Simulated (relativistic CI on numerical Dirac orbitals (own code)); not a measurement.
Ligand-field terms of d7

Computed with a parametric ligand-field model of a d^n configuration (Racah B and C, spin-orbit zeta, crystal field), exact diagonalisation.

Field parameters in Wybourne normalisation: Oh B⁴₀ = 21Dq, B⁴₄ = √(5/14) B⁴₀. The field is a parameter set, without covalency.

B = 390 cm⁻¹, C = 1780 cm⁻¹ (C/B = 4.56), Oh, no spin-orbit coupling. Tanabe-Sugano data, E/B above the lowest term (Δ = |10Dq|; b, c mark the second and third term of a kind):

| Δ/B | 4T1 | 4T2 | 4A2 | 4T1(b) | 2E | 2T1 | 2T2 | 2T1(b) |
| --- | --- | --- | --- | --- | --- | --- | --- | --- |
| 1.0 | 0.00 | 0.81 | 1.81 | 15.62 | 18.01 | 18.27 | 18.08 | 22.90 |
| 3.0 | 0.00 | 2.49 | 5.49 | 16.97 | 17.22 | 18.86 | 18.67 | 23.29 |
| 5.0 | 0.00 | 4.22 | 9.22 | 18.44 | 15.67 | 19.03 | 19.05 | 23.62 |
| 7.0 | 0.00 | 6.00 | 13.00 | 20.00 | 13.89 | 19.04 | 19.27 | 23.90 |
| 9.0 | 0.00 | 7.82 | 16.82 | 21.63 | 12.04 | 19.00 | 19.40 | 24.13 |
| 11.0 | 0.00 | 9.66 | 20.66 | 23.32 | 10.14 | 18.94 | 19.46 | 24.32 |
| 13.0 | 0.00 | 11.53 | 24.53 | 25.06 | 8.22 | 18.87 | 19.50 | 24.48 |
| 15.0 | 0.00 | 13.42 | 28.42 | 26.83 | 6.28 | 18.80 | 19.51 | 24.61 |
| 17.0 | 0.00 | 15.32 | 32.32 | 28.64 | 4.34 | 18.74 | 19.51 | 24.72 |
| 19.0 | 0.00 | 17.23 | 36.23 | 30.46 | 2.39 | 18.68 | 19.51 | 24.81 |
| 21.0 | 0.00 | 19.16 | 40.16 | 32.31 | 0.43 | 18.63 | 19.50 | 24.89 |
| 23.0 | 1.53 | 22.62 | 45.62 | 35.71 | 0.00 | 20.11 | 21.02 | 26.49 |
| 25.0 | 3.50 | 26.52 | 51.52 | 39.55 | 0.00 | 22.03 | 22.98 | 28.51 |
| 27.0 | 5.47 | 30.44 | 57.44 | 43.41 | 0.00 | 23.96 | 24.93 | 30.53 |
| 29.0 | 7.44 | 34.36 | 63.36 | 47.29 | 0.00 | 25.90 | 26.89 | 32.55 |
| 31.0 | 9.41 | 38.29 | 69.29 | 51.17 | 0.00 | 27.84 | 28.86 | 34.56 |
| 33.0 | 11.39 | 42.23 | 75.23 | 55.07 | 0.00 | 29.78 | 30.82 | 36.57 |
| 35.0 | 13.36 | 46.17 | 81.17 | 58.97 | 0.00 | 31.73 | 32.79 | 38.58 |
| 37.0 | 15.34 | 50.11 | 87.11 | 62.88 | 0.00 | 33.68 | 34.75 | 40.58 |
| 39.0 | 17.32 | 54.06 | 93.06 | 66.80 | 0.00 | 35.64 | 36.72 | 42.59 |
| 41.0 | 19.30 | 58.01 | 99.01 | 70.72 | 0.00 | 37.59 | 38.70 | 44.59 |
| 43.0 | 21.29 | 61.97 | 104.97 | 74.65 | 0.00 | 39.56 | 40.67 | 46.60 |
| 45.0 | 23.27 | 65.93 | 110.93 | 78.59 | 0.00 | 41.52 | 42.64 | 48.60 |
| 47.0 | 25.25 | 69.89 | 116.89 | 82.53 | 0.00 | 43.49 | 44.62 | 50.60 |

The ground term changes from 4T1 to 2E between Δ/B = 21.0 and 23.0.
